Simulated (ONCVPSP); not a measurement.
**PBE ONCV dataset for oxygen (O), non-relativistic all-electron reference.**

The input file (ONCVPSP 4.0.1):

```
# ATOM AND REFERENCE CONFIGURATION
# atsym  z   nc   nv     iexc    psfile
  O 8.00    1    2        4      upf
#
#   n    l    f
    1    0    2.00
    2    0    2.00
    2    1    4.00
#
# PSEUDOPOTENTIAL AND OPTIMIZATION
# lmax
    1
#
#   l,   rc,      ep,       ncon, nbas, qcut
    0    0.75    0.00    4    7   10.90
    1    1.25    0.00    5    9   11.00
#
# LOCAL POTENTIAL
# lloc, lpopt,  rc(5),   dvloc0
    4    3    0.55    0.00
#
# VANDERBILT-KLEINMAN-BYLANDER PROJECTORs
# l, nproj, debl
    0    2    1.60
    1    2    0.50
#
# MODEL CORE CHARGE
# icmod, fcfact, rcfact
    0    0.00    0.00
#
# LOG DERIVATIVE ANALYSIS
# epsh1, epsh2, depsh
   -2.00    5.00    0.02
#
# OUTPUT GRID
# rlmax, drl
    6.00    0.01
#
# TEST CONFIGURATIONS
# ncnf
    4
# nvcnf
#   n    l    f
    2
    2    0    2.00
    2    1    3.00
#
    2
    2    0    2.00
    2    1    2.00
#
    2
    2    0    2.00
    2    1    1.00
#
    2
    2    0    0.00
    2    1    6.00
#
```

Command:

```bash
oncvpspnr.x < O.dat > O.out
```

Resulting log (shortened: citation, most of the input echo, consistency checks and plot data are left out):

```
ONCVPSP  (Optimized Norm-Conservinng Vanderbilt PSeudopotential)
scalar-relativistic version 4.0.1

#   n    l    f        energy (Ha)
    1    0    2.00    -1.8898628E+01
    2    0    2.00    -8.7884697E-01
    2    1    4.00    -3.3212778E-01

Reference configufation results
  iterations    20
  all-electron total energy (Ha)   -7.49451520D+01

Begin loop to  construct optimized pseudo wave functions
and semi-local pseudopoentials for all angular momenta

   Wellstate for l =  0  n =  3
     eigenvalue =   0.7212
     asymptotic potential =   1.2212
     half-point radius =  2.9079

Calculating optimized projector #   1

 for l=   0

    Fraction of norm inside rc  0.230081
    Optimizing pswf for qcut=  10.91 a_B^-1,  ecut=  59.51 Ha
    Residual kinetic energy error=  3.38D-05 Ha

    Energy error per electron        Cutoff
         Ha          eV             Ha
         0.01000     0.27211       30.85
         0.00100     0.02721       44.26
         0.00010     0.00272       54.80
         0.00001     0.00027       84.21

Calculating optimized projector #   2

 for l=   0

    Fraction of norm inside rc  0.058367
    Optimizing pswf for qcut=  10.91 a_B^-1,  ecut=  59.51 Ha
    Residual kinetic energy error=  1.08D-04 Ha

    Energy error per electron        Cutoff
         Ha          eV             Ha
         0.01000     0.27211       22.95
         0.00100     0.02721       37.32
         0.00010     0.00272       69.90
         0.00001     0.00027      271.01

   Wellstate for l =  1  n =  3
     eigenvalue =   0.1679
     asymptotic potential =   0.6679
     half-point radius =  8.3497

Calculating optimized projector #   1

 for l=   1

    Fraction of norm inside rc  0.585934
    Optimizing pswf for qcut=  11.01 a_B^-1,  ecut=  60.65 Ha
    Residual kinetic energy error=  5.16D-06 Ha

    Energy error per electron        Cutoff
         Ha          eV             Ha
         0.01000     0.27211       32.59
         0.00100     0.02721       43.15
         0.00010     0.00272       51.40
         0.00001     0.00027       58.52

Calculating optimized projector #   2

 for l=   1

    Fraction of norm inside rc  0.053310
    Optimizing pswf for qcut=  11.01 a_B^-1,  ecut=  60.65 Ha
    Residual kinetic energy error=  8.18D-07 Ha

    Energy error per electron        Cutoff
         Ha          eV             Ha
         0.01000     0.27211       21.34
         0.00100     0.02721       34.49
         0.00010     0.00272       45.19
         0.00001     0.00027       53.28

Construct Vanderbilt / Kleinmman-Bylander projectors

B matrix Hermiticity error, ll=   0
   1   2    7.1990E-09

  Orthonormal projector coefficients  2.0959E+01  7.4920E+00

B matrix Hermiticity error, ll=   1
   1   2    1.7770E-10

  Orthonormal projector coefficients -3.5349E+00 -1.3036E+00

Pseudoatom total energy  -15.745890

Diagnostic tests using Vanderbilt-Kleinman-Bylander pseudopotentials
  1 or more projectors used as specified by nproj input data

   l    rcore       rmatch      e in        delta e   norm test  slope test

   0   0.7525286   0.7753770  -0.8788470   0.0000000   1.0000000   1.0000000
   0   0.7525286   0.7753770   0.7211530   0.0000000   1.0000000   1.0000000

   1   1.2512710   1.2892623  -0.3321278   0.0000000   1.0000000   1.0000000
   1   1.2512710   1.2892623   0.1678722   0.0000000   1.0000000   1.0000000

 Testing for bound ghosts
   n   l    E NL Schr. Eq   E Basis Diag.   E Cutoff

   1   0       -0.878847       -0.755586    328.68

   2   1       -0.332128       -0.319678    251.85

 Testing for highly-localized positive-energy ghosts
       l    <radius>/rc     E Basis Diag.   E Cutoff

Test configuration 0

   n   l     f        eae           eps        diff
   1   0  2.0000  -18.89862798
   2   0  2.0000   -0.87884697   -0.87884697    0.00D+00
   2   1  4.0000   -0.33212778   -0.33212778    0.00D+00

    Total energies and differences
      AE_ref= -7.49451520D+01  AE_tst= -7.49451520D+01  dif=  0.00D+00
      PS_ref= -1.57458899D+01  PS_tst= -1.57458899D+01  dif=  6.04D-14
      PSP excitation error= -6.04D-14

Test configuration 1

   n   l     f        eae           eps        diff
   1   0  2.0000  -19.59209213
   2   0  2.0000   -1.45570746   -1.45579265   -8.52D-05
   2   1  3.0000   -0.89878416   -0.89803578    7.48D-04

    Total energies and differences
      AE_ref= -7.49451520D+01  AE_tst= -7.43410370D+01  dif=  6.04D-01
      PS_ref= -1.57458899D+01  PS_tst= -1.51420290D+01  dif=  6.04D-01
      PSP excitation error=  2.54D-04

Test configuration 2

   n   l     f        eae           eps        diff
   1   0  2.0000  -20.48056974
   2   0  2.0000   -2.14194294   -2.14099817    9.45D-04
   2   1  2.0000   -1.58927348   -1.58513749    4.14D-03

    Total energies and differences
      AE_ref= -7.49451520D+01  AE_tst= -7.31065080D+01  dif=  1.84D+00
      PS_ref= -1.57458899D+01  PS_tst= -1.39096017D+01  dif=  1.84D+00
      PSP excitation error=  2.36D-03

Test configuration 3

   n   l     f        eae           eps        diff
   1   0  2.0000  -21.54843498
   2   0  2.0000   -2.91851412   -2.91318484    5.33D-03
   2   1  1.0000   -2.38709613   -2.37295914    1.41D-02

    Total energies and differences
      AE_ref= -7.49451520D+01  AE_tst= -7.11267450D+01  dif=  3.82D+00
      PS_ref= -1.57458899D+01  PS_tst= -1.19381603D+01  dif=  3.81D+00
      PSP excitation error=  1.07D-02

Test configuration 4

   n   l     f        eae           eps        diff
   1   0  2.0000  -18.94899803
   2   1  6.0000   -0.36180401   -0.36223947   -4.35D-04

    Total energies and differences
      AE_ref= -7.49451520D+01  AE_tst= -7.38489912D+01  dif=  1.10D+00
      PS_ref= -1.57458899D+01  PS_tst= -1.46510013D+01  dif=  1.09D+00
      PSP excitation error=  1.27D-03
```

oncvpspnr.x prints “scalar-relativistic version” in its banner although the run is non-relativistic.

The run took about 3.2 s on one core of a shared server CPU.
